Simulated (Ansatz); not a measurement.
Coupled-cluster diagnostics for the cluster B7H13, Ansatz.

Geometry of the singlet (B3LYP-D4/def2-SVP):

| atom | x (Å) | y (Å) | z (Å) |
| --- | --- | --- | --- |
| B1 | 0.4492 | 0.1907 | 2.0572 |
| B2 | -0.8518 | 0.7223 | 0.7808 |
| B3 | -1.1471 | -0.5788 | -0.4013 |
| B4 | -0.3401 | 0.9021 | -0.9663 |
| B5 | 0.1187 | -0.5320 | -1.7341 |
| B6 | 1.4790 | 0.4382 | -1.4801 |
| B7 | -0.6362 | -0.9153 | 1.2997 |
| H8 | 2.0379 | 0.6166 | -2.5309 |
| H9 | 0.2449 | 0.1641 | 3.2415 |
| H10 | -1.4049 | -1.5409 | 1.9692 |
| H11 | -2.2356 | -0.9799 | -0.6934 |
| H12 | -0.1743 | -0.9519 | -2.8145 |
| H13 | -1.7139 | 1.4670 | 1.1488 |
| H14 | -0.9878 | 1.7011 | -1.5822 |
| H15 | 2.0524 | 0.7875 | -0.4838 |
| H16 | 1.4604 | 0.7079 | 1.6641 |
| H17 | 0.6120 | -1.1247 | 1.6633 |
| H18 | 1.3102 | -0.9328 | -1.3458 |
| H19 | 0.1195 | 1.3980 | 0.1767 |
| H20 | -0.3924 | -1.5392 | 0.0308 |

Correlated methods freeze 7 core orbitals. Another isomer (singlet) lies 0.75 eV lower at PBE0-D4/def2-TZVP; other spin states weren't run for this one.

Problem. Estimate the CCSD(T) correlation energy, the shares of MP2 and (T), T1 and the reference's ⟨S²⟩ for: charge 0, singlet, own geometry in def2-SVP; and the rough time on 4 threads of Arm Neoverse V1 on a shared host.

Solution. 
| state | basis | correlation (eV) | MP2 share (%) | (T) share (%) | T1 | ⟨S²⟩ (pure) | wall time |
| --- | --- | --- | --- | --- | --- | --- | --- |
| charge 0, singlet, own geometry | def2-SVP | -23.237 | 86.2 | 3.9 | 0.011 | 0.00 (0.00) | 40 s |
Customary marks for T1 are 0.02 (closed shells), 0.045 (open shells) and about 0.05 (3d metals). T1 stays under 0.02 throughout.
